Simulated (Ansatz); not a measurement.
Reaction (ligand exchange at the Si–O bond): `[SiH3]O[SiH3]` + `[NH2][GaH][SiH3]` → `[SiH3][NH][GaH][SiH3]` + `O[SiH3]`

Computed with Ansatz on PBE0-D4/def2-TZVP structures; ΔE is electronic, products minus reactants. CBS: MP2 limit from def2 TZ/QZ plus the TZ coupled-cluster correction, frozen cores. DFT in def2-TZVPP. B3LYP here is the variant with VWN-RPA as its local correlation; programs differ in this. For Ga outer-core shells are correlated without core-valence functions, which leaves a few kJ/mol of doubt a bond. Scalar relativity is left out up to krypton. One conformer a species, not always the lowest.

```csv
level,ΔE (kcal/mol),difference from CCSD(T)/CBS
PBE-D4,10.2,-1.6
r2SCAN-D4,11.9,0.1
B3LYP-D4,12.3,0.5
ωB97X-V,12.2,0.4
ωB97M-V,11.9,0.1
B2PLYP,12.6,0.8
PBE,10.6,-1.2
r2SCAN,12.0,0.2
PBE0,11.2,-0.6
B3LYP,13.0,1.2
HF/def2-TZVPP,15.1,3.3
MP2/def2-TZVPP,11.3,-0.5
SCS-MP2/def2-TZVPP,12.1,0.3
MP2/def2-QZVPP,11.6,-0.2
SCS-MP2/def2-QZVPP,12.4,0.6
MP2/CBS(def2),11.7,-0.1
CCSD(T)/CBS,11.8,0
```

Largest T1 diagnostic among the species: 0.015.

In def2-TZVPP, CCSD(T) changes the Hartree–Fock value by −3.7 kcal/mol (the triples alone add −0.6 kcal/mol) and MP2 by −3.8 kcal/mol.
